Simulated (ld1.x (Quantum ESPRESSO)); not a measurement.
## LDA (PZ) ultrasoft dataset for copper, scalar-relativistic all-electron reference.

```
Element                 : Cu (Z = 29)
Generator               : ld1.x (Quantum ESPRESSO) 7.5
Type                    : ultrasoft
Functional              : LDA (PZ)
Relativity              : scalar-relativistic
Frozen core             : [Ne] 3s2
Valence charge          : 17
Reference configuration : 3p6 3d9 4s0 4p0 (charge +2)
Partial waves           : 4s (bound, empty): rcut 1.65, rcutus 2.20 bohr; 4s channel at -1.3 Ry: rcut 1.65, rcutus 2.20 bohr; 3p (bound): rcut 1.10, rcutus 1.15 bohr; 4p (bound, empty): rcut 1.10, rcutus 1.15 bohr; 3d (bound): rcut 1.04, rcutus 1.10 bohr; 3d channel at -1.45 Ry: rcut 1.04, rcutus 1.10 bohr
Local potential         : all-electron potential smoothed inside 1.90 bohr (lloc = -1)
Core correction         : Bessel-smoothed model core inside 0.90 bohr
Augmentation charge     : PSQ, radius 1.20 bohr
```

* Cutoffs needed: 120 Ry and 200 Ry (the cutoffs (Ry, on a coarse ladder) from which the occupation-weighted sum of valence levels, in a spherical-Bessel basis at the reference potential, stays within 10 and 1 mRy of its value at 400 Ry)
* Ghost test: no extra level below or beside the all-electron valence levels (s, p, d, f tested) (spherical-Bessel basis up to 400 Ry, 20 bohr box)
* Largest excitation error: -52 meV (all-electron minus pseudo) for 3p6 3d10 4s0 4p0, out of 7 test configurations
* Lowest eigenvalue of the overlap operator: 0.19 (p channel)
* Density cutoff estimated by the generator: 370 Ry
